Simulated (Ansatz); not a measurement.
A correction line for MP2/def2-TZVPP: vertical ionisation energy

The vertical ionisation energy (cation less neutral) in eV of 7 molecular compounds of Sb: x at MP2/def2-TZVPP, y at CCSD(T)/def2-TZVPP. Shapes, held fixed at every level: PBE0-D4/def2-TZVP. Flexible molecules stand in one conformer, not always the lowest. Programs: Ansatz 0.2.0.

| molecule | x (eV) | y (eV) |
| --- | --- | --- |
| C2H9O2SbSi (SMILES C[O][Sb]([SiH3])[O]C) | 8.74 | 8.66 |
| C2H8ClOSbSi (SMILES CC[O][Sb]([SiH3])[Cl]) | 9.00 | 8.91 |
| Sb(SiH3)2F | 9.16 | 9.11 |
| SbH2(CH3) | 9.33 | 9.28 |
| SiH3(SbH2) | 9.35 | ? |
| SbH2Cl (SMILES [Cl][SbH2]) | 10.12 | 9.98 |
| SbHF2 (SMILES [F][SbH][F]) | 10.95 | 10.90 |

Fit y = c + s·x to the known rows and predict y for SiH3(SbH2).


1. Means of the 6 rows: x = 9.5500, y = 9.473.
2. Σ(Δx)² = 3.444, Σ(Δx·Δy) = 3.439, so the slope is 3.439/3.444 = 0.99855.
3. Intercept: 9.473 − (0.99855) × 9.5500 = -0.063. The largest residual of the fit is 0.063.
4. SiH3(SbH2): -0.063 + 0.99855 × 9.35 = 9.27 eV.

CCSD(T)/def2-TZVPP gives 9.29 eV, so the prediction is off by -0.02 eV, within the largest residual. Uncorrected, MP2/def2-TZVPP misses it by +0.06 eV, and the other rows by 0.08 on average. The line overshoots: the miss goes from +0.06 to -0.02. Left out in turn, the other rows are missed by 0.05 eV on average. Cations run unrestricted. For atoms past krypton def2 sets carry core potentials with scalar relativity. Outer-core shells of Sb are correlated, in sets that cover them unevenly.
